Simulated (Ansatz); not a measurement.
CrO2⁻. Total charge -1; quartet. Geometry PBE0-D4/def2-TZVPD; atoms count from 1.

Cartesian coordinates in Å:
```
Cr 0.015 -0.291 -0.248
O -1.426 -0.275 0.533
O 1.411 0.566 -0.285
```

The structure comes from a short search, and lower isomers may exist.

(1) Estimate the Mulliken populations from the PBE0/def2-TZVPD orbitals of Ansatz.

(2) Where does the spin sit?

(3) And the Mayer bond orders between heavy atoms (over 0.3)?

## Answers

(1) 
| atom | charge (e) | spin (α − β) | d electrons |
| --- | --- | --- | --- |
| Cr1 | 1.06 | 3.41 | 4.31 |
| O2 | -1.03 | -0.20 | – |
| O3 | -1.03 | -0.20 | – |
Mulliken values depend strongly on the basis. With diffuse functions, as here, like atoms can get unlike values, and bond orders can come out too low or too high.

(2) Summed by element: Cr 3.41, O -0.41, of 3 unpaired in all. Largest on single atoms: Cr1 3.41, O2 -0.20, O3 -0.20.

(3) Cr1–O2 1.41 (1.64 Å); Cr1–O3 1.41 (1.64 Å).
